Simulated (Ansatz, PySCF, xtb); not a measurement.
Two conformers of CH4F2OSi (SMILES O[SiH2]C(F)F), B3LYP-D3(BJ)/def2-TZVP minima.
Conformer 1 (charge 0, multiplicity 1):
```xyz
9

O      1.57923     0.98785    -0.33972
Si     0.74935    -0.40203    -0.04521
C     -1.13514    -0.04513    -0.09841
F     -1.84013    -1.17683     0.24856
F     -1.43240     0.92841     0.84086
H      1.49640     1.71292     0.28549
H      1.02583    -0.97184     1.29136
H      1.09247    -1.33984    -1.12929
H     -1.53562     0.30650    -1.05363
```
Conformer 2 (charge 0, multiplicity 1):
```tsv
atom	x (Å)	y (Å)	z (Å)
O	-1.3497	0.9681	-0.6013
Si	-0.6435	-0.3748	0.0225
C	1.2188	0.0313	0.2062
F	1.4057	1.1116	1.0389
F	1.7739	0.3513	-1.0123
H	-2.2941	0.9853	-0.7695
H	-1.1603	-0.7246	1.3664
H	-0.7587	-1.5524	-0.8695
H	1.8080	-0.7959	0.6186
```

No zero-point or thermal terms.

Cores are frozen in the correlated methods. Rows in 6-31G* carry no dispersion term and start afresh at each structure (6-31G* with six Cartesian d functions).

Codes used: Ansatz (Gaussian orbitals); PySCF for 6-31G* rows, the dispersion terms; xtb for the GFN methods. Values without a source in brackets are computed.

```json
[
 {"level": "GFN2-xTB", "electronic energy of conformer 2 less that of conformer 1 (kJ/mol)": "5.9"},
 {"level": "HF/cc-pV(D+d)Z", "electronic energy of conformer 2 less that of conformer 1 (kJ/mol)": "9.4"},
 {"level": "BLYP-D4/def2-TZVPP", "electronic energy of conformer 2 less that of conformer 1 (kJ/mol)": "8.5"},
 {"level": "revPBE/def2-TZVPP", "electronic energy of conformer 2 less that of conformer 1 (kJ/mol)": "8.2"},
 {"level": "PBE0-D3(BJ)/def2-TZVPP", "electronic energy of conformer 2 less that of conformer 1 (kJ/mol)": "8.1"},
 {"level": "BHLYP-D3(BJ)/def2-TZVPP", "electronic energy of conformer 2 less that of conformer 1 (kJ/mol)": "8.5"},
 {"level": "M06-2X/6-31G*", "electronic energy of conformer 2 less that of conformer 1 (kJ/mol)": "?"},
 {"level": "CAM-B3LYP-D3(BJ)/def2-TZVPP", "electronic energy of conformer 2 less that of conformer 1 (kJ/mol)": "8.9"},
 {"level": "B2PLYP/def2-TZVPP", "electronic energy of conformer 2 less that of conformer 1 (kJ/mol)": "8.8"}
]
```

Question: Fill in the missing entries.

Answer: 
- M06-2X/6-31G*, electronic energy of conformer 2 less that of conformer 1 (kJ/mol): 10.9

Ansatz is a program for electronic structure.
